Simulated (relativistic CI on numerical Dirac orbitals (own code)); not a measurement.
## What each ingredient does to the levels of P11+

Base calculation: Dirac-Coulomb-Breit CI, KLI orbitals optimised for each configuration, a model potential for QED, unscaled Slater integrals.

Configurations in the expansion (outside the closed core 1s2): 2s2, 2s 2p, 2p2, 2p 3s, 2p 3p, 2s 3s, 2s 3p, 2s 3d, 2s 4s, 2s 4p, 2s 4d, 2s 4f, 3s2, 3s 3p, 3p2. Levels of other configurations are missing.

Variants: (1) valence Slater integrals scaled by 0.9; (2) only the first 3 configurations. Shifts of the energy above 2s2 1S_0, in cm⁻¹, for the lowest level and the first level of each name with at least 55 % of one term (blank where a level changes its place among those of its configuration and J or its character, or is not in the variant):

| Level | Base | Δ(1) | Δ(2) |
| --- | --- | --- | --- |
| 2s2 1S_0 | 0 | 0 | 0 |
| 2s 2p 3P°_0 | 185636 | -1876 | -32 |
| 2s 2p 3P°_1 | 188829 | -1887 | -29 |
| 2s 2p 3P°_2 | 195946 | -1865 | -25 |
| 2s 2p 1P°_1 | 372633 | -19878 | +532 |
| 2p2 3P_0 | 486085 | -3489 | +9 |
| 2p2 3P_1 | 490040 | -3425 | +4 |
| 2p2 3P_2 | 496130 | -3475 | +37 |
| 2p2 1D_2 | 549006 | -8577 | +3654 |
| 2p2 1S_0 | 678046 | -24185 | +2041 |
| 2s 3s 3S_1 | 2593549 | -3995 |  |
| 2s 3s 1S_0 | 2628383 | -7169 |  |
| 2s 3p 1P°_1 | 2681108 | -4638 |  |
| 2s 3p 3P°_0 | 2683142 | -5851 |  |

At this charge energies of transitions that change n are usually good to better than 1 %, and those within a shell (Δn = 0) to a few per cent.

Ionisation energy from the two ground configurations alone: base 555.714 eV. The NIST ASD value (semi-empirical) is 560.62 eV.
